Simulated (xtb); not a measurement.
BrCl, triplet, geometry from GFN2-xTB (a higher spin typed on purpose: for a closed-shell molecule this is an excited state), atoms displaced at random by about 0.06 Å a coordinate; GFN2-xTB (xtb).

Input for xtb:
```
$ xtb mol.xyz --gfn 2 --chrg 0 --uhf 2 --ohess --json

# file mol.xyz
2

Cl     0.02682026     0.08700931    -1.73016786
Br     0.10161021    -0.08482304     0.86329251
```

Output, abridged:

```
   ID    Z sym.   atoms
    1   17 Cl     1
    2   35 Br     2

           -------------------------------------------------
          |                Calculation Setup                |
           -------------------------------------------------

           -------------------------------------------------
          |                 G F N 2 - x T B                 |
           -------------------------------------------------

          ...................................................
          :                      SETUP                      :
          :.................................................:
          :  # basis functions                  20          :
          :  # atomic orbitals                  18          :
          :  # shells                            6          :
          :  # electrons                        14          :
          :  max. iterations                   250          :
          :  Hamiltonian                  GFN2-xTB          :
          :  restarted?                      false          :
          :  GBSA solvation                  false          :
          :  PC potential                    false          :
          :  electronic temp.          300.0000000     K    :
          :  accuracy                    1.0000000          :
          :  -> integral cutoff          0.2500000E+02      :
          :  -> integral neglect         0.1000000E-07      :
          :  -> SCF convergence          0.1000000E-05 Eh   :
          :  -> wf. convergence          0.1000000E-03 e    :
          :  Broyden damping             0.4000000          :
          :  net charge                          0          :
          :  unpaired electrons                  2          :
          ...................................................

 iter      E             dE          RMSdq      gap      omega  full diag
   1     -8.5163084 -0.851631E+01  0.498E+00   10.72       0.0  T
   2     -8.4404934  0.758150E-01  0.894E+00    9.72       1.0  T
   3     -8.5275226 -0.870292E-01  0.469E+00   10.55       1.0  T
   4     -8.5522177 -0.246950E-01  0.170E+00   10.69       1.0  T
   5     -8.5545824 -0.236473E-02  0.669E-01   10.74       1.0  T
   6     -8.5538693  0.713039E-03  0.930E-01   10.75       1.0  T
   7     -8.5519845  0.188483E-02  0.153E+00   10.69       1.0  T
   8     -8.5532728 -0.128825E-02  0.113E+00   10.70       1.0  T
   9     -8.5542099 -0.937102E-03  0.725E-01   10.71       1.0  T
  10     -8.5544680 -0.258168E-03  0.554E-01   10.71       1.0  T
  11     -8.5548052 -0.337154E-03  0.121E-01   10.73       1.0  T
  12     -8.5548214 -0.162423E-04  0.231E-02   10.73       3.1  T
  13     -8.5548220 -0.551098E-06  0.494E-03   10.73      14.3  T
  14     -8.5548220 -0.213397E-07  0.952E-04   10.73      74.3  T
  15     -8.5548220 -0.897906E-09  0.143E-04   10.73     494.0  T

   *** convergence criteria satisfied after 15 iterations ***

 transition dipole moment (au) for excitation:           7           8
     X       Y       Z
  -0.0791   0.0268   0.0041  total (au/Debye):    0.084   0.213
 dE (eV)             :    1.301
 oscillator strength :  0.31534E-03

         :::::::::::::::::::::::::::::::::::::::::::::::::::::
         ::                     SUMMARY                     ::
         :::::::::::::::::::::::::::::::::::::::::::::::::::::
         :: total energy              -8.554802002187 Eh    ::
         :: gradient norm              0.005715842860 Eh/a0 ::
         :: HOMO-LUMO gap             10.728023112221 eV    ::
         ::.................................................::
         :: SCC energy                -8.554822002328 Eh    ::
         :: -> isotropic ES            0.000010522825 Eh    ::
         :: -> anisotropic ES         -0.000015765186 Eh    ::
         :: -> anisotropic XC         -0.000003460775 Eh    ::
         :: -> dispersion             -0.000847767666 Eh    ::
         :: repulsion energy           0.000020000142 Eh    ::
         :: add. restraining           0.000000000000 Eh    ::
         :: total charge              -0.000000000000 e     ::
         :::::::::::::::::::::::::::::::::::::::::::::::::::::

      -----------------------------------------------------------
     |                   =====================                   |
     |                        A N C O P T                        |
     |                   =====================                   |
     |               Approximate Normal Coordinate               |
     |                Rational Function Optimizer                |
      -----------------------------------------------------------
      -----------------------------------------------------------
     |                   =====================                   |
     |                        A N C O P T                        |
     |                   =====================                   |
     |               Approximate Normal Coordinate               |
     |                Rational Function Optimizer                |
      -----------------------------------------------------------

          ...................................................
          :                      SETUP                      :
          :.................................................:
          :   optimization level            normal          :
          :   max. optcycles                   200          :
          :   ANC micro-cycles                  20          :
          :   degrees of freedom                 1          :
          :.................................................:
          :   RF solver                   davidson          :
          :   write xtbopt.log                true          :
          :   linear (good luck)              true          :
          :   energy convergence         0.5000000E-05 Eh   :
          :   grad. convergence          0.1000000E-02 Eh/α :
          :   maxmium RF displ.          1.0000000          :
[...]
 * total energy  :    -8.5548020 Eh     change       -0.2237854E-10 Eh
 * total energy  :    -8.5540519 Eh     change        0.7500691E-03 Eh
 * total energy  :    -8.5549428 Eh     change       -0.8908731E-03 Eh
 * total energy  :    -8.5549451 Eh     change       -0.2324225E-05 Eh
 * total energy  :    -8.5549530 Eh     change       -0.7824288E-05 Eh
 * total energy  :    -8.5549530 Eh     change       -0.3341444E-08 Eh
   *** GEOMETRY OPTIMIZATION CONVERGED AFTER 6 ITERATIONS ***
         :: total energy              -8.554952958061 Eh    ::
[...]
        15                         -0.0044944              -0.1223
        16                         -0.0002685              -0.0073
        17                         -0.0002685              -0.0073
        18                          0.0658452               1.7917
      -------------------------------------------------------------
                  HL-Gap            0.3993089 Eh           10.8657 eV
             Fermi-level           -0.3344607 Eh           -9.1011 eV

     #   Z          covCN         q      C6AA      α(0)
     1  17 Cl       0.734    -0.005    99.092    15.226
     2  35 Br       0.734     0.005   184.122    21.875

 Mol. C6AA /au·bohr⁶  :        553.062708
 Mol. C8AA /au·bohr⁸  :      29636.509990
 Mol. α(0) /au        :         37.101828

Wiberg/Mayer (AO) data.
largest (>0.10) Wiberg bond orders for each atom

 ---------------------------------------------------------------------------
     #   Z sym  total        # sym  WBO       # sym  WBO       # sym  WBO
 ---------------------------------------------------------------------------
Molecule has the following symmetry elements: (Cinf) (sigma)
It seems to be the Cinfv point group
     1  17 Cl   0.821 --     2 Br   0.821
     2  35 Br   0.821 --     1 Cl   0.821
 ---------------------------------------------------------------------------

Topologies differ in total number of bonds
Writing topology from bond orders to xtbtopo.mol

molecular dipole:
                 x           y           z       tot (Debye)
 q only:        0.001      -0.002       0.024
   full:       -0.002       0.004      -0.058       0.148
molecular quadrupole (traceless):
                xx          xy          yy          xz          yz          zz
 q only:        0.020      -0.000       0.019       0.003       0.002      -0.039
  q+dip:       -0.002       0.001      -0.002      -0.013       0.004       0.004
   full:       -0.125       0.000      -0.123      -0.002      -0.020       0.248

           -------------------------------------------------
          |               Frequency Printout                |
           -------------------------------------------------
 vibrational frequencies (cm⁻¹)
eigval :        0.00     0.00     0.00     0.00     0.00   229.50
 reduced masses (amu)
   1: 66.24   2: 66.24   3: 66.24   4: 49.12   5: 49.11   6: 49.11
 IR intensities (km·mol⁻¹)
   1:  0.00   2:  0.00   3:  0.00   4:  0.00   5:  0.00   6:  1.88
 Raman intensities (Ä⁴*amu⁻¹)
   1:  0.00   2:  0.00   3:  0.00   4:  0.00   5:  0.00   6:  0.00
 output can be read by thermo (or use thermo option).
 writing <g98.out> molden fake output.
 recommended (thermochemical) frequency scaling factor: 1.0
           -------------------------------------------------
          |             Thermodynamic Functions             |
           -------------------------------------------------

cin symmetry found (for desy threshold:  0.10E+00) used in thermo

          ...................................................
          :                      SETUP                      :
          :.................................................:
          :  # frequencies                           1      :
          :  # imaginary freq.                       0      :
          :  linear?                              true      :
          :  only rotor calc.                    false      :
          :  symmetry                              cin      :
          :  rotational number                       1      :
          :  scaling factor                  1.0000000      :
          :  rotor cutoff                   50.0000000 cm⁻¹ :
          :  imag. cutoff                  -20.0000000 cm⁻¹ :
          :.................................................:

    mode    ω/cm⁻¹     T·S(HO)/kcal·mol⁻¹    T·S(FR)/kcal·mol⁻¹   T·S(vib)
   ------------------------------------------------------------------------
       1    229.50    -0.56136 ( 99.78%)    -0.60492 (  0.22%)    -0.56146
   ------------------------------------------------------------------------

   temp. (K)  partition function   enthalpy   heat capacity  entropy
                                   cal/mol     cal/K/mol   cal/K/mol   J/K/mol
 298.15  VIB   1.49                  323.760      1.794      1.883
         ROT  0.211E+04              592.502      1.987     17.194
         INT  0.314E+04              916.261      3.781     19.077
         TR   0.120E+28             1481.254      4.968     40.126
         TOT                        2397.5151     8.7496    59.2028   247.7046

       T/K    H(0)-H(T)+PV         H(T)/Eh          T*S/Eh         G(T)/Eh
   ------------------------------------------------------------------------
    298.15    0.382068E-02    0.434353E-02    0.281292E-01   -0.237856E-01
   ------------------------------------------------------------------------

         :::::::::::::::::::::::::::::::::::::::::::::::::::::
         ::                  THERMODYNAMIC                  ::
         :::::::::::::::::::::::::::::::::::::::::::::::::::::
         :: total free energy          -8.578738600652 Eh   ::
         ::.................................................::
         :: total energy               -8.554952958078 Eh   ::
         :: zero point energy           0.000522848369 Eh   ::
         :: G(RRHO) w/o ZPVE           -0.024308490943 Eh   ::
         :: G(RRHO) contrib.           -0.023785642574 Eh   ::
         :::::::::::::::::::::::::::::::::::::::::::::::::::::

optimized geometry written to: xtbopt.xyz

           -------------------------------------------------
          | TOTAL ENERGY               -8.554952958078 Eh   |
          | TOTAL ENTHALPY             -8.550609426183 Eh   |
          | TOTAL FREE ENERGY          -8.578738600652 Eh   |
          | GRADIENT NORM               0.000000440080 Eh/α |
          | HOMO-LUMO GAP              10.865746985598 eV   |
           -------------------------------------------------

normal termination of xtb
```
